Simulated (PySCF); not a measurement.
Species: C8H9F.
Bonds: C1–C2, C2–C3 (aromatic), C3–C4 (aromatic), C4–C5 (aromatic), C5–C6 (aromatic), C6–C7 (aromatic), C7–C8, C8–F9, C2–C7 (aromatic). Hydrogens: H10, H11, H12 on C1; H13 on C3; H14 on C4; H15 on C5; H16 on C6; H17, H18 on C8.

Computed with PySCF 2.14.0, PBE0-D3(BJ)/def2-SVP geometry optimisation, gas phase.

**Question.** Give the optimised bond lengths and angles.

**Answer.** 
| bond | length (bohr) | order |
| --- | --- | --- |
| C1–C2 | 2.837 | single |
| C2–C3 | 2.641 | aromatic |
| C3–C4 | 2.634 | aromatic |
| C4–C5 | 2.630 | aromatic |
| C5–C6 | 2.634 | aromatic |
| C6–C7 | 2.635 | aromatic |
| C7–C8 | 2.838 | single |
| C8–F9 | 2.586 | single |
| C2–C7 | 2.660 | aromatic |
| C1–H10, C1–H11, C1–H12 | 2.081 | single |
| C3–H13 | 2.066 | single |
| C4–H14 | 2.064 | single |
| C5–H15 | 2.064 | single |
| C6–H16 | 2.062 | single |
| C8–H17, C8–H18 | 2.089 | single |

Bonds in one row agree within 0.02 bohr and their mean is given. Orders are formal, as drawn. A selection of angles:
| angle | degrees |
| --- | --- |
| C1–C2–C3 | 120.9 |
| C1–C2–C7 | 120.7 |
| C3–C2–C7 | 118.4 |
| C2–C3–C4 | 121.4 |
| C3–C4–C5 | 119.7 |
| C4–C5–C6 | 119.7 |
| C5–C6–C7 | 120.7 |
| C6–C7–C8 | 120.1 |
| C2–C7–C6 | 120.1 |
| C2–C7–C8 | 119.7 |
| C7–C8–F9 | 111.9 |

Torsions: C6–C7–C8–F9 1° (synperiplanar).

The C–C distances run from 1.392 Å (C4–C5, aromatic) to 1.502 Å (C7–C8, drawn single), a spread of 0.110 Å. The 9 heavy atoms lie in one plane (0.004 Å rms). The 6-membered ring C2–C3–C4–C5–C6–C7 has internal angles of 118.4° to 121.4°; it is planar, 0.00 Å rms from its mean plane, widest ring torsion 0°. Of the pairs four or more bonds apart, F9···H16 is among the closest relative to their van der Waals radii: 2.32 Å, 87 % of the sum of Bondi's values.

Point group: Cs (every atom within 0.08 Å of its image). PBE0-D3(BJ)/def2-SVP frequencies: not computed here. The numbers are those of one conformer.
